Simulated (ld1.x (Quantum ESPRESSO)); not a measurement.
# Pseudopotential generation for Ag (Z = 47): PAW, PBE, fully relativistic.

ld1.x (Quantum ESPRESSO) 7.5 input, shortened:

```
&input
   title='Ag', zed=47., rel=2, dft='PBE', iswitch=3,
   config='[Kr] 4d10 4f-2 5s1 5p0', rel_dist='average'
 /
 &inputp
   pseudotype=3, lpaw=.true., tm=.true., lloc=3,
   nlcc=.true., new_core_ps=.true.,
   which_augfun='BESSEL', rmatch_augfun=1.20
 /
7
4S  1  0   2.00   0.00  1.20  1.35  0.0
5S  2  0   1.00   0.00  1.20  1.35  0.0
4P  2  1   6.00   0.00  1.35  1.55  0.0
5P  3  1   0.00   0.00  1.35  1.55  0.0
4D  3  2  10.00   0.00  1.30  1.75  0.0
4D  3  2   0.00   2.00  1.30  1.75  0.0
4F  4  3  -2.00   0.15  1.95  1.95  0.0
 &test
   configts(1)='4s2 4p6 4d10 5s1 5p0'
 /
```

Open shells are filled in proportion to 2j + 1 (rel_dist='average').

Poles of the logarithmic derivatives, all-electron (AE) and pseudo (PS). s: poles at -6.9, 4.3 (AE) and -6.9, 4.3 (PS) Ry. p1/2: poles at -4.4 (AE) and -4.4 (PS) Ry. p3/2: poles at -4.0 (AE) and -4.0 (PS) Ry. d3/2: poles at -0.0 (AE) and -0.0 (PS) Ry. d5/2: poles at 0.1 (AE) and 0.1 (PS) Ry. f5/2: poles at 4.5 (AE) and 4.9 (PS) Ry. f7/2: poles at 4.5 (AE) and 4.9 (PS) Ry. Test radius 2.16 bohr.

- Largest excitation error: +14 meV (all-electron minus pseudo) for 4s2 4p6 4d8 5s0 5p0, out of 7 test configurations

The ghost test of this file was not conclusive.
